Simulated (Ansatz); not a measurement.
CaCl₂, charge -1, doublet (typed; the unrestricted solution is spin-contaminated), geometry from GFN2-xTB (such geometries of metal compounds can be far from the true shape) (a state made from the parent by changing its charge; the spin is typed, not shown lowest) (a gas-phase anion, which may not be bound at this level); Ansatz (an electronic-structure program) with B3LYP/STO-3G.

Here is a job for Ansatz.
Ansatz 0.2 input:
```yaml
crystal:
  periodic: [false, false, false]
  atoms:
    - {symbol: Ca, position_ang: [0.21041032, -0.79122363, 0.00034680]}
    - {symbol: Cl, position_ang: [1.53102219, 0.90477583, -1.61871510]}
    - {symbol: Cl, position_ang: [-1.77856375, 0.02607551, 1.61830710]}
basis:
  gaussian:
    orbitals: STO-3G
    occupation: {up: {"A1": 13, "A2": 1, "B1": 5, "B2": 9}, down: {"A1": 12, "A2": 2, "B1": 4, "B2": 9}}
hamiltonian:
  xc: b3lyp
total_charge: -1
magnetization: {spin_polarized: true, initial_magnetization: 1}
```

Task: Write the output that Ansatz gives for this input, abridged.

Result: 
```
Functional definition: B3LYP
the irreps are read with x along [0.664, 0.177, 0.727], y along [0.702, 0.186, -0.687] and z along [-0.257, 0.966, -0.000] of the geometry given
356 factors; integrals over basis functions are off by at most 2.2e-4 eV
mean field evaluation 1: about -43019.2063 eV, gradient 5.8e0 eV
mean field evaluation 2: about -43019.8174 eV, gradient 6.8e-1 eV
mean field evaluation 4: about -43019.9387 eV, gradient 2.2e-1 eV
mean field evaluation 8: about -43019.9395 eV, gradient 1.4e-5 eV
mean field -43019.93948877 eV, -1580.9536162501 hartree, gradient 1.7e-6 eV, S^2 1.750407; 0 other end points of the search recorded, 0 dependent functions left out
reference -43019.93968420 eV, -1580.9536234321 hartree; 28, 27 occupied and 3, 4 virtual orbitals, 356 factors
Total energy: -43019.93968420 eV, -1580.9536234321 hartree
```
